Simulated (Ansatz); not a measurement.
Job for Ansatz (a quantum-chemistry and plane-wave program): R-BLYP/def2-TZVPP on H5PSn (SMILES [PH2][SnH3]), a point of a torsion scan. Elements past Kr take the def2 small-core potentials; no spin–orbit coupling.

Ansatz 0.2 input:
```yaml
crystal:
  periodic: [false, false, false]
  atoms:
    - {symbol: P, position_ang: [1.57181807, -0.56529714, 0.27403639]}
    - {symbol: Sn, position_ang: [-0.83287777, 0.04756414, 0.14581645]}
    - {symbol: H, position_ang: [1.99880294, 0.74488458, 0.39385512]}
    - {symbol: H, position_ang: [1.73913279, -0.55088105, -1.09941337]}
    - {symbol: H, position_ang: [-1.17892407, 1.68964730, 0.23247661]}
    - {symbol: H, position_ang: [-1.59311023, -0.49052983, -1.24860051]}
    - {symbol: H, position_ang: [-1.68474539, -0.64215242, 1.40533885]}
basis:
  gaussian:
    orbitals: def2-TZVPP
hamiltonian:
  xc: {name: BLYP}
scf: {lower_state_search: off}
```

Output:

```
WARN ansatz: RAYON_NUM_THREADS=1 ignored (pool sized by the plan → 1); use --threads N
Functional definition: BLYP
these checks for a lower state are left out or cut short: stability, starts, cluster_reference, orbital_swaps, neighbouring_geometries, increment
integrals: 0.07 GiB planned
970 factors; their error is unknown
mean field: 0.52 GiB planned
mean field evaluation 1: about -15197.5914 eV, gradient 2.5e1 eV
mean field evaluation 2: about -15198.0811 eV, gradient 2.4e1 eV
mean field evaluation 4: about -15199.5455 eV, gradient 1.6e0 eV
mean field evaluation 8: about -15199.5544 eV, gradient 1.9e-2 eV
mean field evaluation 16: about -15199.5369 eV, gradient 4.0e-5 eV
mean field -15199.53688694 eV, -558.5726779789 hartree, gradient 5.0e-6 eV, S^2 0.000000; 0 other end points of the search recorded, 0 dependent functions left out
reference -15199.53726410 eV, -558.5726918394 hartree; 21, 21 occupied and 141, 141 virtual orbitals, 970 factors
Total energy: -15199.53726410 eV, -558.5726918394 hartree
Checks for a lower state left out: stability, starts, cluster_reference, orbital_swaps, neighbouring_geometries, increment
```

Self-consistency was reached.

Cost: around 1.2 core-seconds (rough).
